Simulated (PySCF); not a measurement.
PySCF job for Al(F)(OMe)2 (C₂H₆AlFO₂), SMILES C[O][Al]([F])[O]C, B3LYP/pcSseg-1. The structure is a stationary point at PBE0-D3(BJ)/def2-SVP. The structure was generated by enumeration; whether it is a known compound was not checked. The values are those of a single conformer.

```python
import numpy as np
from pyscf import gto, scf, dft
from pyscf.prop.nmr import rks as nmr

mol = gto.M(
    atom='''
    Al    0.23673039    0.26291130    0.27151208
    F     0.78948126    1.61502923    1.05090761
    O    -0.99975613    0.37126153   -0.85992647
    C    -1.82120960    1.33090523   -1.43872785
    H    -1.62861058    2.35018242   -1.05686409
    H    -1.68096712    1.35237368   -2.53384393
    H    -2.88373710    1.09801991   -1.24850211
    O     0.94762970   -1.20830594    0.64704450
    C     0.82580954   -2.54190971    0.27599350
    H     0.05120419   -2.70593355   -0.49538262
    H     1.78286300   -2.92068272   -0.12379930
    H     0.56583288   -3.16468776    1.15002822
    ''',
    basis='pcSseg-1',
    charge=0,
    spin=0,
    max_memory=1600,
    verbose=3,
)
mf = dft.RKS(mol, xc='b3lyp')
mf.grids.level = 3
mf.conv_tol = 1e-10
mf.max_cycle = 100
mf.kernel()
n = nmr.NMR(mf)
n.verbose = 2
n.max_cycle_cphf = 60
sigma = n.kernel()
print('atom   isotropic/ppm   span/ppm')
for i, s in enumerate(sigma):
    w = np.linalg.eigvalsh((s + s.T) / 2)
    print(f'{mol.atom_symbol(i):2s}{i + 1:3d} {w.mean():14.3f} {w[2] - w[0]:11.3f}')
```

It prints:

```
converged SCF energy = -572.69509306228
atom   isotropic/ppm   span/ppm
Al  1        490.828     125.278
F   2        381.157     137.107
O   3        335.491      86.841
C   4        124.472      83.225
H   5         27.415      10.757
H   6         27.533      10.748
H   7         27.533      10.744
O   8        338.240      89.276
C   9        124.277      82.501
H  10         27.469      10.709
H  11         27.538      10.680
H  12         27.536      10.675
```

The run converged.

Cost: very roughly 60 core-seconds.
